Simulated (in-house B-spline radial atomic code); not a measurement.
The aluminium ion Al⁺ is squeezed into an impenetrable sphere of radius R (the orbitals vanish at R). No spin polarisation. Computed with a B-spline radial code for spherical atoms: non-relativistic Hartree-Fock, average of configuration, point nucleus.

Energies in eV above the free ion in [Ne] 3s2:

```tsv
R (bohr)	highest level (eV)	[Ne] 3s2	[He] 2s1 2p6 3s2 3d1	[Ne] 3s1 3d1	-dE/dV in [Ne] 3s2 (GPa)
8.63	-17.7	0.002026	130.7	11.28	0.00428
6.22	-17.6	0.1354	131.7	12.61	0.495
5.25	-17.2	0.6394	133.1	14.36	3.11
4.46	-16.1	2.14	135.9	17.53	13.9
3.48	-11.8	9.282	147.1	27.76	99.3
3.25	-9.56	13.15	152.7	32.44	163
2.79	-1.94	26.95	172	47.43	478
2.31	15.6	60.28	216.4	79.35	1720
1.88	53.4	136.3	312	145.3	6800
1.58	112	263.2	463.7	249.9	21400
```

Task: Does [He] 2s1 2p6 3s2 3d1 fall below [Ne] 3s2 under compression?

Result: No, it stays above over the whole range.

Task: Does [Ne] 3s1 3d1 fall below [Ne] 3s2 under compression?

Result: Yes, between R = 1.88 and 1.58 bohr the order changes (near 1.76 bohr by linear interpolation).

The highest level is first positive in the row R = 2.31 bohr, pushed up by confinement above the zero of the free ion's potential. Each configuration is held fixed and needn't be the lowest in the sphere.
